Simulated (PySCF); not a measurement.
**Continuum solvent and chemical shifts**

Atom-mapped SMILES (the numbers label the heavy atoms): `[CH3:1][CH:2]([CH3:3])[O:4][SiH2:5][NH2:6]` (H(Xn): hydrogen on atom n).

GIAO PBE0/pcSseg-1 in PySCF 2.14 on one PBE0-D3(BJ)/def2-SVP conformer, non-relativistic, equivalent nuclei averaged. Solvents enter as an IEF-PCM continuum (chloroform with ε = 4.7) around the gas-phase geometry. Shifts are referred to TMS computed in the same medium.

Gas phase, δ in ppm: C2 68.8, C1/C3 27.6, Si5 -28.0, H(Si5) 4.66, H(C2) 3.80, H(C1)/H(C3) 1.14, H(N6) 0.97. Dipole moment 0.91 D.

(1) How does each δ change in the continuum?

(2) Which nuclei move most (in ppm), and what does the model miss?

Results:

(1) 
```
      atoms                           environment  Δδ, chloroform
         C2                    sp3 CH bonded to O            +0.8
      C1/C3                         methyl carbon            +0.3
        Si5           silicon bonded to N, O, 2 H            -0.1
     H(Si5)  hydrogen on a silicon bonded to N, O           -0.06
      H(C2)     hydrogen on an sp3 CH bonded to O           +0.07
H(C1)/H(C3)           hydrogen on a methyl carbon           +0.02
      H(N6)   hydrogen on a nitrogen bonded to Si           +0.37
```

Changes are relative to the gas phase. The dipole moment becomes 1.06 D in chloroform.

(2) C2 (sp3 CH bonded to O, +0.8 ppm) in chloroform. A continuum only polarises the solute; specific hydrogen bonds, the anisotropy of aromatic solvents and changes of geometry or conformer are outside it.
